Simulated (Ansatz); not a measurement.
`[BH2][SnH2][SiH2][SiH3]` + `OBF` → `BOBF` + `[SiH3][SiH2][SnH3]`  (cleavage of the B–Sn bond)

Gas-phase electronic energies from Ansatz, PBE0-D4/def2-TZVP geometries. CCSD(T)/CBS adds triple-zeta CCSD(T) − MP2 to the extrapolated MP2 energy (def2 sets, frozen cores). This one scheme is used for every species. DFT in def2-TZVPP. def2 core potentials past Kr. For Sn outer-core shells are correlated without core-valence functions, which leaves a few kJ/mol of doubt a bond. Each species was taken in one conformer, which may not be the lowest.

CCSD(T)/CBS gives -118.7 kJ/mol.

Problem. Another level gave -112.7 kJ/mol. Which?
A. r2SCAN0-D4/def2-TZVPP
B. PBE0-D4/def2-TZVPP
C. BHLYP/def2-TZVPP
D. revPBE-D4/def2-TZVPP

Solution. D. revPBE-D4 -112.7, r2SCAN0-D4 -124.7, PBE0-D4 -117.7, BHLYP -136.0 kJ/mol.

Largest T1 diagnostic among the species: 0.014.

Leaving LDA and LC-ωPBE aside and taking each functional with its dispersion term where it has one, the values, not all of them listed here, spread over 21.4 kJ/mol, from B97M-V to revPBE-D4. LDA lies −7.7 kJ/mol from PBE without D4. From PBE to PBE0 (25 % exact exchange), in def2-TZVPP and without D4, ΔE moves by −4.2 kJ/mol. In def2-TZVPP, CCSD(T) changes the Hartree–Fock value by +21.4 kJ/mol (the triples alone add +1.9 kJ/mol) and MP2 by +22.0 kJ/mol.
